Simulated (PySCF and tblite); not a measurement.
The numbers below are computed, except where a source is named.
C8H11N, numbered as in [CH3:1][C@H:2]1[CH2:3][CH2:4][C@@H:5]2[C@@H:6]([C:7]#[N:8])[C@H:9]12.

Level: PBE0-D3(BJ)/pcSseg-1//GFN2-xTB, thermal terms from GFN2-xTB, symmetry numbers and mirror pairs counted. Conformers within 2.5 kcal/mol (GFN2-xTB free energy) were kept, 3 at most. Of two unlike H on one atom, a is the less shielded (PBE0/pcSseg-1). Codes: tblite and PySCF.

An NOE distance is ⟨r⁻⁶⟩^(−1/6) over all pairs of like atoms and, for the average, over conformers.

The 5-ring runs over atoms 2–3–4–5–9.

```json
{"conformer": "1", "shape": "5-ring envelope (ring torsions 26, -16, -1, 17, -26°)", "weight %": "99.6"}
{"conformer": "2", "shape": "5-ring envelope (ring torsions -26, 16, 0, -15, 25°)", "weight %": "0.4"}
```

(1) Which H–H contacts under 3.5 Å would NOEs report (pairs on one atom left out) at 298.15 K?

Answers

(1) 
```tsv
pair	in 1 (Å)	in 2 (Å)	average (Å)
H3a ··· H6	2.31	3.66	2.31
H2 ··· H3a	2.35	2.38	2.35
H3a ··· H4b	2.37	2.39	2.37
H3b ··· H4a	2.39	2.35	2.38
H4a ··· H5	2.49	2.44	2.49
H1 ··· H2	2.60	2.59	2.60
H5 ··· H9	2.64	2.64	2.64
H2 ··· H9	2.73	2.92	2.73
H4b ··· H5	2.73	2.92	2.73
H1 ··· H3b	2.75	2.71	2.75
H2 ··· H3b	2.75	3.02	2.75
H3b ··· H4b	2.75	3.02	2.75
H1 ··· H9	2.86	2.80	2.86
H2 ··· H6	2.86	2.44	2.86
H4b ··· H6	2.87	2.45	2.87
H3a ··· H4a	3.03	2.75	3.03
H5 ··· H6	3.11	3.10	3.11
H6 ··· H9	3.11	3.10	3.11
H1 ··· H4a	3.17	4.76	3.17
```

Longer pairs under the limit may be missing.
